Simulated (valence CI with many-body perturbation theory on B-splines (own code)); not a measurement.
# Missing levels of Ce³⁶⁺

Level of theory: relativistic CI+MBPT: four valence electrons over a frozen Dirac-Fock core [Ar], radial functions for each j: 7 s, 7 p, 8 d, 6 f, 4 g, 1 h, with the one-electron correlation potential Σ1, the two-electron term Σ2, the three-electron term Σ3, Breit, model QED; selected CI, second order for the rest, scaled by the run's own slope (own B-spline code, finite nucleus).

No measured spectrum was set against this ion. As an estimate, large intervals hold to a few tenths of a per cent, small ones and those within an open d or f shell to about a per cent. Only levels of the ground parity were solved; by the run's estimate the other parity begins above the list, which can be wrong where configurations are misplaced.

| Level | E (cm⁻¹) |
| --- | --- |
| (3d3/2^4) J=0 | 0 |
| (3d3/2^3 3d5/2) J=1 | ? |
| (3d3/2^3 3d5/2) J=2 | 192940 |
| (3d3/2^3 3d5/2) J=4 | 202190 |
| (3d3/2^3 3d5/2) J=3 | 219000 |
| (3d3/2^2 3d5/2^2) J=0 [a] | 313840 |
| (3d3/2^2 3d5/2^2) J=4 [a] | 328750 |
| (3d3/2^2 3d5/2^2) J=2 [a] | ? |
| (3d3/2^2 3d5/2^2) J=3 [a] | 345050 |
| (3d3/2^2 3d5/2^2) J=5 | ? |
| (3d3/2^2 3d5/2^2) J=1 | 383930 |
| (3d3/2^2 3d5/2^2) J=6 | ? |
| (3d3/2^2 3d5/2^2) J=4 [b] | ? |
| (3d3/2^2 3d5/2^2) J=3 [b] | 420030 |
| (3d3/2^2 3d5/2^2) J=2 [b] | 421590 |
| (3d3/2^2 3d5/2^2) J=2 [c] | 488900 |
| (3d3/2 3d5/2^3) J=4 [a] | 492030 |
| (3d3/2 3d5/2^3) J=3 [a] | 529680 |
| (3d3/2^2 3d5/2^2) J=4 [c] | 552190 |
| (3d3/2 3d5/2^3) J=5 | ? |

Levels are named by their leading jj configuration (3d3/2^4 stands for four electrons in 3d with j = 3/2), which in mixed levels can hold well under half, so a name can repeat and another be missing. Letters in brackets count levels of one name in rising energy.

Task: The levels stand in rising order. What does the calculation give for the missing energies?

Result: (3d3/2^3 3d5/2) J=1 129000; (3d3/2^2 3d5/2^2) J=2 [a] 338820; (3d3/2^2 3d5/2^2) J=5 369300; (3d3/2^2 3d5/2^2) J=6 386870; (3d3/2^2 3d5/2^2) J=4 [b] 413090; (3d3/2 3d5/2^3) J=5 557800.
